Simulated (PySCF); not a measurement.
Compound: [(OH)3Si]2O.
Geometry (PBE0-D3(BJ)/def2-SVP, Å), atoms numbered from 1 in this order:
```
atom  x, y, z in Å
Si1    0.1521   -1.1244    1.1599
O2     0.8002   -2.0887    0.0082
O3    -1.3817   -1.5905    1.5085
O4     1.0185   -1.1675    2.5554
O5     0.1568    0.4431    0.5780
Si6   -0.1635    1.0574   -0.9059
O7    -1.6776    1.6502   -1.1351
O8     0.8869    2.2886   -1.2077
O9    -0.0124   -0.2401   -1.9346
H10    0.6071   -1.7636   -0.8867
H11   -1.7816   -1.1959    2.2880
H12    1.9575   -0.9780    2.4835
H13   -1.7804    2.5951   -0.9903
H14    1.7250    2.2446   -0.7386
H15   -0.5396   -0.2064   -2.7386
```

Computed, not measured: PySCF, TDDFT wB97X-D/def2-SVPD, vertical, gas phase, core orbitals frozen in the response.

Ground-to-excited transition dipoles (e·a0, same axes as the geometry; the sign carries no meaning), for the states with f of 0.002 or more among the lowest 8:

```json
{"state": "S2", "E (eV)": "8.255", "μx": "0.125", "μy": "-0.132", "μz": "0.026"}
{"state": "S3", "E (eV)": "8.472", "μx": "0.019", "μy": "-0.037", "μz": "0.164"}
{"state": "S4", "E (eV)": "8.580", "μx": "0.071", "μy": "0.079", "μz": "0.443"}
{"state": "S5", "E (eV)": "8.652", "μx": "-0.042", "μy": "-0.600", "μz": "0.081"}
{"state": "S6", "E (eV)": "8.955", "μx": "0.129", "μy": "0.282", "μz": "-0.387"}
{"state": "S7", "E (eV)": "9.102", "μx": "0.007", "μy": "0.579", "μz": "-0.034"}
{"state": "S8", "E (eV)": "9.121", "μx": "-0.651", "μy": "0.254", "μz": "0.237"}
```

**Question.** What oscillator strength does each state have?

**Answer.** f = (2/3) ΔE |μ|² with ΔE in hartree (27.2114 eV).

```
state  |μ|² (au)  |μ| (D)      f
   S2      0.034     0.47  0.007
   S3      0.029     0.43  0.006
   S4      0.208     1.16  0.044
   S5      0.369     1.54  0.078
   S6      0.246     1.26  0.054
   S7      0.336     1.47  0.075
   S8      0.544     1.87  0.122
```

**Question.** Which bond between heavy atoms lies closest to the direction of the S8 transition dipole?

**Answer.** Si6–O7, at 27° from it; next Si1–O3 at 37°.

**Question.** What angle do the transition dipoles of S5 and S6 make?

**Answer.** |cos θ| = |μa·μb| / (|μa| |μb|) = 0.68, so θ ≈ 47° (taken between 0 and 90°, since the signs are arbitrary).

**Question.** How is the summed strength of these states shared among x, y and z?

**Answer.** (2/3) Σ ΔE μα² gives 0.103 for x, 0.188 for y and 0.094 for z, 0.385 in all.

**Question.** What peak molar absorption coefficient would the strongest computed level give as a lone Gaussian band 0.3 eV wide at half height?

**Answer.** ε(max) = 2.175×10⁸ f / FWHM, with the width in cm⁻¹. S8: 2.175×10⁸ × 0.1216 / 2420 ≈ 11000 L mol⁻¹ cm⁻¹.

The vertical ionisation energy (ΔSCF) is 11.35 eV, 2.23 eV above S8.

One conformer stands for the species.
